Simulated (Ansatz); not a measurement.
```yaml
atoms:
  - { symbol: C, position_ang: [0.6707, 0.7778, -0.0078] }
  - { symbol: C, position_ang: [-0.6766, 0.7786, -0.0008] }
  - { symbol: C, position_ang: [-0.6666, -0.7840, 0.0099] }
  - { symbol: C, position_ang: [0.6586, -0.7816, -0.0035] }
  - { symbol: H, position_ang: [1.4471, 1.5461, 0.0030] }
  - { symbol: H, position_ang: [-1.4460, 1.5468, -0.0057] }
  - { symbol: H, position_ang: [-1.4389, -1.5436, 0.0022] }
  - { symbol: H, position_ang: [1.4378, -1.5448, -0.0045] }
```

Basis set: cc-pVDZ (spherical functions). Correlated methods keep 4 orbitals frozen. Charge 0, multiplicity 1.

Computed with Ansatz (development build ahead of 0.2.0); each method stands on the lowest determinant of its kind that the runs found. Restricted open shells among the atoms or ions are ROHF, correlated in semicanonical orbitals with singles.

Problem. Give the atomization energy at this shape (free ground-state atoms in the same class of orbitals less the molecule, no zero-point energy) of singlet C₄H₄ by RHF-MP2, RHF.

Solution.

```tsv
method	atomization energy
RHF-MP2	33.46 eV
RHF	25.27 eV
```

Caution: in another basis set an unrestricted determinant lies well below.
